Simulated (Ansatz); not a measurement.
Coupled-cluster run, `CO[Si](Cl)(Cl)[GeH3]`.

```yaml
crystal:
  periodic: [false, false, false]
  atoms:
    - {symbol: C, position_ang: [-0.856978, -1.335402, 1.315373]}
    - {symbol: O, position_ang: [-0.563066, 0.048409, 1.332096]}
    - {symbol: Si, position_ang: [-0.415549, 0.993752, 0.020620]}
    - {symbol: Cl, position_ang: [-2.108043, 0.820859, -1.136013]}
    - {symbol: Cl, position_ang: [-0.293106, 2.902924, 0.725593]}
    - {symbol: Ge, position_ang: [1.472331, 0.489995, -1.328199]}
    - {symbol: H, position_ang: [-0.090381, -1.899530, 0.774168]}
    - {symbol: H, position_ang: [-1.829558, -1.522996, 0.852264]}
    - {symbol: H, position_ang: [-0.881903, -1.680329, 2.348925]}
    - {symbol: H, position_ang: [1.478403, 1.400474, -2.562626]}
    - {symbol: H, position_ang: [1.402617, -0.976348, -1.785622]}
    - {symbol: H, position_ang: [2.762034, 0.702992, -0.522479]}
basis:
  gaussian: {orbitals: def2-SVP}
correlation: {method: ccsd_t}
```

```sh
$ ansatz run in.yaml --threads 4 --pin off --events-out ev --progress --plain --max-ram 11315MiB
```

The program prints (abridged):

```
Functional definition: HF
1381 factors; integrals over basis functions are off by at most 1.5e-3 eV
mean field evaluation 1: about -92486.7583 eV, gradient 3.2e1 eV
mean field evaluation 2: about -92486.7956 eV, gradient 3.2e1 eV
mean field evaluation 4: about -92489.5364 eV, gradient 3.6e0 eV
mean field evaluation 8: about -92489.5798 eV, gradient 2.0e-1 eV
mean field -92489.58000496 eV, -3398.9293734933 hartree, gradient 1.6e-6 eV, S^2 0.000000; 0 other end points of the search recorded, 0 dependent functions left out
26 core orbitals not correlated: weight in the atoms' cores, before any rotation towards them, 1.000 or more for the frozen orbitals, at most 0.000 for the correlated occupied ones
reference -92489.58000496 eV, -3398.9293734933 hartree; 24, 24 occupied and 94, 94 virtual orbitals, 1381 factors
second order -24.89190005 eV of doubles, -0.00000000 eV of singles
cycle   1  -25.64786629 eV  change   -7.6e-1 eV  update   1.1e-1
cycle   2  -26.33342111 eV  change   -6.9e-1 eV  update   3.3e-2
cycle   3  -26.45699247 eV  change   -1.2e-1 eV  update   1.6e-2
cycle   4  -26.44831636 eV  change    8.7e-3 eV  update   3.6e-3
cycle   5  -26.44767268 eV  change    6.4e-4 eV  update   1.5e-3
cycle   6  -26.44750451 eV  change    1.7e-4 eV  update   4.1e-4
cycle   7  -26.44724101 eV  change    2.6e-4 eV  update   1.4e-4
cycle   8  -26.44723546 eV  change    5.5e-6 eV  update   4.3e-5
perturbative correction -0.67805205 eV, -0.0249179534 hartree
Total energy: -92516.70529248 eV, -3399.9262094233 hartree
```

Run time 26 s (4 threads of an Arm Neoverse V1 on a shared host); peak host memory 1 GiB.

The correlation energy is -27.125 eV, 2.5 % of it from (T); the T1 diagnostic reads 0.0106.
